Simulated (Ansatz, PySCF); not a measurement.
B(Me)2(NH2) (C₂H₈BN), SMILES CB(C)N. Atoms are numbered in the order given.

```xyz
12

B      0.0419    -0.0094     0.0425
C     -1.0930    -1.0957    -0.1973
H     -1.0704    -1.4561    -1.2416
H     -2.0936    -0.6484    -0.0571
H     -1.0246    -1.9769     0.4627
C      0.0862     1.3208    -0.8259
H      0.1663     1.0794    -1.9012
H      0.9169     2.0008    -0.5726
H     -0.8562     1.8871    -0.7160
N      1.0152    -0.2270     1.0318
H      1.7638     0.4286     1.2318
H      1.0397    -1.0553     1.6179
```
Charge 0, spin multiplicity 1.

Geometry optimised at TPSSh-D3(BJ)/def2-SVP. The values are those of a single conformer.

Two levels are set side by side: PBE-D3(BJ)/def2-SVP (Ansatz, a quantum-chemistry and plane-wave program) and TPSSh-D3(BJ)/def2-SVP (PySCF). Each level has its own optimised geometry; the coordinates shown are those of the second. Frequencies come from the Hessian of PySCF at each geometry. Differences are taken from unrounded values.

| quantity | TPSSh-D3(BJ) | PBE-D3(BJ) | PBE-D3(BJ) minus TPSSh-D3(BJ) |
|---|---|---|---|
| mean bond length (Å) | 1.204 | 1.208 | 0.005 |
| bond B1–C2 (Å) | 1.589 | 1.589 | 0.000 |
| bond B1–C6 (Å) | 1.589 | 1.589 | 0.000 |
| bond B1–N10 (Å) | 1.405 | 1.408 | 0.003 |
| bond C2–H3 (Å) | 1.105 | 1.112 | 0.007 |
| bond C2–H4 (Å) | 1.105 | 1.112 | 0.007 |
| bond C2–H5 (Å) | 1.103 | 1.110 | 0.007 |
| bond C6–H7 (Å) | 1.105 | 1.112 | 0.007 |
| bond C6–H8 (Å) | 1.103 | 1.110 | 0.007 |
| bond C6–H9 (Å) | 1.105 | 1.112 | 0.007 |
| bond N10–H11 (Å) | 1.015 | 1.021 | 0.006 |
| bond N10–H12 (Å) | 1.015 | 1.021 | 0.006 |
| highest harmonic wavenumber (cm⁻¹) | 3660 | 3603 | -57 |
| mean harmonic wavenumber (cm⁻¹) | 1526 | 1488 | -38 |
| zero-point energy (kcal/mol) | 65.45 | 63.80 | -1.65 |

GGA bonds tend to be longer and softer than those of functionals with exact exchange. Differences between two approximate levels are no errors against the true value.
